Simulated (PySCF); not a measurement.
HCl$_{3}$OZr, charge -1, doublet, at the geometry of the source list (the multiplicity is a formal guess) (all electrons, no relativity) (in this run its highest filled SCF level lies above zero, so its values depend strongly on the basis, on diffuse functions most of all). Base run: M06L/3-21G (PySCF).

The PySCF input:
```python
from pyscf import gto, scf, dft

mol = gto.M(
    atom='''
Zr    0.257200   -0.080600   -0.012700
Cl    2.118100    0.967600   -0.762600
Cl    0.947900   -0.886800    1.988100
Cl    0.233500   -1.956500   -1.279100
O    -1.323900    0.824000    0.013400
H    -2.232800    1.132300    0.052700
''',
    basis='3-21g',
    charge=-1,
    spin=1,
    verbose=4,
)

mf = dft.UKS(mol)
mf.xc = 'm06l'
mf.kernel()
mf.analyze()
```

The base run was repeated with changes; each row names its change, and settings that it needs were set with it.

```
change                                     ΔE vs base (mEh)  grid points  electrons on the grid        outcome
-----------------------------------------  ----------------  -----------  ---------------------  -------------
base                                                  0.000       102920              101.00002      converged
grids.level = 2                                      -1.003        66224              100.99997      converged
grids.atom_grid = (50, 194)                         -37.439        38344              100.99971      converged
grids.atom_grid = (150, 974)                         -0.624       455968              101.00000      converged
grids.prune = off                                     0.002       183144              101.00002      converged
grids.atom_grid = (30, 110)                          -173.8        14616              100.99665      converged
grids.prune = dft.gen_grid.treutler_prune            -0.054        97992              101.00002      converged
grids.atom_grid = (99, 590)                          -0.947       183408              101.00000      converged
grids.radi_method = gauss_chebyshev                  -0.064        99624              101.00002      converged
grids.level = 0                                           -            -                      -  not converged
small_rho_cutoff = 0                                  0.000       102920              101.00002      converged
```

Open shells are given as the SCF converged; they aren't shown to be the lowest states, and a large step between rows can be another state.
